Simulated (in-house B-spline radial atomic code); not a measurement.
A fraction x of an electron is removed from 5p in Cs2+, starting from [Kr] 4d10 5s2 5p5 and keeping the highest spin. Computed with a radial B-spline atomic code at the basis-set limit: scalar-relativistic (X2C) PBE, spin-polarised, spherical fractional occupations, Fermi nucleus of rms radius 4.8041 fm.

| x | E(x) - E(0) (eV) | 5p down level (eV) |
| --- | --- | --- |
| 0 | 0.0000 | -28.349 |
| 0.08 | 2.2998 | -29.147 |
| 0.15 | 4.3646 | -29.848 |
| 0.3 | 8.9548 | -31.357 |
| 0.45 | 13.7722 | -32.876 |
| 0.5 | 15.4287 | -33.385 |
| 0.52 | 16.0984 | -33.588 |
| 0.65 | 20.5511 | -34.916 |
| 0.84 | 27.3703 | -36.868 |
| 0.95 | 31.4882 | -38.003 |
| 1 | 33.4013 | -38.521 |

The exact functional would give a straight line between the two integer points. Deviations E(x) - E(0) - x[E(1) - E(0)], in eV: -0.372 at x = 0.08, -0.646 at x = 0.15, -1.066 at x = 0.3, -1.258 at x = 0.45, -1.272 at x = 0.5, -1.27 at x = 0.52, -1.16 at x = 0.65, -0.687 at x = 0.84, -0.243 at x = 0.95.

The curve lies below the straight line by up to 1.272 eV (at x = 0.5): convex, the delocalisation error that favours fractional charges.

(1) How well does Slater's transition state (minus the level at half occupation) give the ionisation energy?

Results:

(1) It gives 33.385 eV against 33.401 eV from the two total energies; NIST lists 33.20 eV, ground level to ground level.
